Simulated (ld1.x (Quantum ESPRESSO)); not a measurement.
## Building the ultrasoft potential for Ga (Z = 31) (PBEsol, scalar-relativistic).

gallium, ultrasoft, made with ld1.x (Quantum ESPRESSO) 7.5 (PBEsol, scalar-relativistic). Core [Ar], reference 3d10 4s2 4p1. Waves: 4s (bound): rcut 1.45, rcutus 1.55 bohr; 4s channel at 2.2 Ry: rcut 1.45, rcutus 1.55 bohr; 4p (bound): rcut 2.10, rcutus 2.50 bohr; 4p channel at 0.35 Ry: rcut 2.10, rcutus 2.50 bohr; 3d (bound): rcut 0.75, rcutus 0.85 bohr; 3d channel at 0.45 Ry: rcut 0.75, rcutus 0.85 bohr. Local part: all-electron potential smoothed inside 1.35 bohr (lloc = -1). Core correction: a·sin(br)/r model core inside 0.45 bohr. Augmentation charge: built from norm-conserving waves at rcut, not smoothed further.

Poles of the logarithmic derivatives, all-electron (AE) and pseudo (PS). s: poles at 0.3 (AE) and 0.3 (PS) Ry. p: poles at 1.3 (AE) and 1.3 (PS) Ry. d: poles at -1.4, 3.2 (AE) and -1.4, 3.2 (PS) Ry. Test radius 2.71 bohr.

- Cutoffs needed: 230 Ry and over 300 Ry (the cutoffs (Ry, on a coarse ladder) from which the occupation-weighted sum of valence levels, in a spherical-Bessel basis at the reference potential, stays within 10 and 1 mRy of its value at 400 Ry)
- Ghost test: ghost state, extra bound levels that the all-electron valence spectrum of the same l lacks: s at -181.4 eV; a true bound ghost makes a file unfit for plane-wave use (spherical-Bessel basis up to 400 Ry, 20 bohr box)
- Largest excitation error: -351 meV (all-electron minus pseudo) for 3d9 4s2 4p2, out of 7 test configurations
- Lowest eigenvalue of the overlap operator: 0.13 (s channel)
